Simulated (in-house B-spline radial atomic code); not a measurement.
A fraction x of an electron is removed from 4d in Cd II (Cd+), starting from [Kr] 4d10 5s1 and keeping the highest spin. Computed with a radial B-spline atomic code at the basis-set limit: scalar-relativistic (X2C) CAM-B3LYP, spin-polarised, spherical fractional occupations, Fermi nucleus of rms radius 4.6087 fm.

Caution: exact exchange at fractional occupations of open shells leaves self-interaction of up to several eV.

| x | E(x) - E(0) (eV) | 4d down level (eV) |
| --- | --- | --- |
| 0 | 0.0000 | -24.012 |
| 0.08 | 1.9586 | -24.954 |
| 0.18 | ? | ? |
| 0.28 | 7.1882 | -27.353 |
| 0.49 | 13.2026 | -29.937 |
| 0.5 | 13.5026 | -30.062 |
| 0.52 | 14.1063 | -30.311 |
| 0.63 | ? | ? |
| 0.87 | 25.4907 | -34.770 |
| 0.91 | 26.8919 | -35.290 |
| 1 | 30.1210 | -36.468 |

Problem. What belongs in the row x = 0.18?

Solution. An energy change of 4.5134 eV; 4d down at -26.146 eV.

Problem. What belongs in the row x = 0.63?

Solution. An energy change of 17.5165 eV; 4d down at -31.695 eV.

Problem. Check Janak's theorem between x = 0.28 and 0.49.

Solution. The slope of the energy is 28.64 eV; the orbital levels give 28.65 eV (-ε of the emptying orbital, averaged over the two points).
